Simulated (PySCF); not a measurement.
**Radial density of F²⁺ (fluorine, charge +2)**

UHF, [He] 2s1 2p4, high-spin 4P determinant (an excited configuration). All numbers are calculated (PySCF 2.14, scalar relativity by spin-free X2C-1e, in x2c-TZVPPall with one added diffuse shell each of s, p, d type (6s4p3d1f, 40 functions)).

```tsv
r (bohr)	4πr²ρ (e/bohr)	4πr²(ρα − ρβ)
0.00240	0.03241	0.0011
0.00403	0.08838	0.0029
0.00678	0.2336	0.0078
0.0114	0.6013	0.0198
0.0192	1.466	0.0479
0.0323	3.263	0.1047
0.0543	6.211	0.1941
0.0913	9.141	0.2806
0.154	8.928	0.3336
0.258	5.317	0.7341
0.434	4.342	2.2599
0.731	5.227	3.2876
1.23	2.534	1.5055
2.07	0.2763	0.1216
3.48	0.003090	-0.0002
```

Densities and radii are taken from the X2C orbitals without a picture-change correction, which distorts them close to the nucleus.
